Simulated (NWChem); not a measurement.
Molecule: BH2OBr; SMILES OBBr

Computed with NWChem. Pople sets run with spherical d functions. This build's default masses of Se (78.918 u) and Br (79.917 u) are each other's, which moves their modes by up to 0.6 %. B3LYP is NWChem's, with the RPA form of VWN correlation. Each level has its own optimisation; frequencies are unscaled. One conformer.

| level | r B–H (Å) | r B–Br (Å) | r B–O (Å) | r H–O (Å) | highest harmonic frequency (cm⁻¹) | lowest (cm⁻¹) | zero-point energy (kcal/mol) | dipole (D) |
|---|---|---|---|---|---|---|---|---|
| B3LYP/3-21G | 1.181 | 1.972 | 1.363 | 0.991 | 3548 | 318 | 17.5 | 1.79 |
| LDA (Slater exchange, VWN5)/def2-SVP | 1.213 | 1.917 | 1.334 | 0.979 | 3691 | 318 | 17.3 | 1.45 |
| PBE/def2-SVP | 1.210 | 1.941 | 1.348 | 0.977 | 3694 | 317 | 17.3 | 1.39 |
| Hartree-Fock/6-31G* | 1.177 | 1.953 | 1.329 | 0.949 | 4086 | 347 | 19.0 | 1.24 |
| PBE0/def2-SVP | 1.201 | 1.929 | 1.336 | 0.965 | 3871 | 329 | 17.9 | 1.33 |
